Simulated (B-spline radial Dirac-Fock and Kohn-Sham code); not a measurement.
# Muonic X-ray lines of ¹⁰⁰Ru

Nucleus: ¹⁰⁰Ru, Fermi distribution (skin thickness 2.3 fm), rms radius 4.4531 fm (measured, Angeli and Marinova 2013).

The run's input, task.json:

```json
{"items": [{
  "Z": 44,
  "q": 0,
  "cfg": [[1, 0, 2], [2, 0, 2], [2, 1, 6], [3, 0, 2], [3, 1, 6], [3, 2, 10], [4, 0, 2], [4, 1, 6], [4, 2, 7], [5, 0, 1]],
  "A": 100,
  "rrms": 4.4531,
  "do": "muonic",
  "nuclei": [[100, 99.90421, 4.4531, "measured", "fermi"]]
}]}
```

Launch: `python xray2_run.py task.json out`

Level of theory: the Dirac equation of a negative muon with reduced mass in the field of a spherical finite nucleus, with the Uehling potential to all orders; nuclear polarisation, deformation, hyperfine structure, self-energy, higher-order vacuum polarisation, relativistic recoil and electron screening are left out; a radial atomic solver.

```
    transition  energy (keV)  point nucleus, no QED (keV)
 2p3/2 → 1s1/2          2901                         4219
 2p1/2 → 1s1/2          2872                         4182
 3p3/2 → 1s1/2          3662                         4978
 3d5/2 → 2p3/2         762.4                        762.7
 3d3/2 → 2p1/2         788.3                        796.7
 4f7/2 → 3d5/2         266.9                        265.6
 4f5/2 → 3d3/2         269.7                        268.4
 5g9/2 → 4f7/2         123.1                        122.7
6h11/2 → 5g9/2         66.74                        66.61
```

The 2p fine-structure splitting is 29.50 keV, and 2s lies 180.5 keV above 2p1/2.

Values without a named source are computed, but for edge energies of neutral atoms, which are taken from tables.
